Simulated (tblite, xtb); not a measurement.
C4H9Te (SMILES CC(C)(C)[Te]), doublet, at a GFN2-xTB geometry. Base run: GFN1-xTB in xtb.

Geometry (Å):
```xyz
14

C     -0.6633     1.1430    -1.7605
C     -0.2107    -0.1714    -1.1492
C      1.0705    -0.6473    -1.8114
C     -1.2989    -1.2212    -1.2913
Te     0.1827     0.1486     0.9961
H     -1.5749     1.5005    -1.2860
H     -0.8642     1.0086    -2.8242
H      0.1040     1.9072    -1.6545
H      1.8618     0.0920    -1.7061
H      1.4114    -1.5832    -1.3736
H      0.8994    -0.8126    -2.8760
H     -2.2193    -0.8965    -0.8103
H     -0.9908    -2.1651    -0.8463
H     -1.5108    -1.3964    -2.3469
```
Charge 0, spin multiplicity 2.
All else is at xtb's defaults.
Base energy -17.05246 Eh.

Programs used: tblite, xtb; a row that names a program was run with it.

The base run was repeated with changes; each row names its change, and settings that it needs were set with it.

```csv
change,ΔE vs base (kcal/mol),dipole (D),G_solv (kcal/mol),SCF cycles
base,0.000,0.65,-,8
gbsa = toluene,-4.45,0.67,-4.45,9
acc = 1000,0.000,0.65,-,6
alpb = hexane,-4.20,0.64,-4.20,9
etemp = 1000,-1.93,0.65,-,8
"program = tblite; method = gfn1; option = (--guess, eeq)",0.000,-,-,-
etemp = 5000,-13.45,0.75,-,9
acc = 0.0001,0.000,0.65,-,12
"program = tblite; method = gfn1; option = (--efield, 0,0,0.1)",0.207,-,-,-
alpb = thf,-4.68,0.70,-4.69,9
"program = tblite; method = gfn1; option = (--etemp, 2000)",-4.68,-,-,-
file = coord,0.000,0.65,-,8
```

ALPB and GBSA are two models with their own fitted parameters for each solvent, which aren't always the measured dielectric constant.
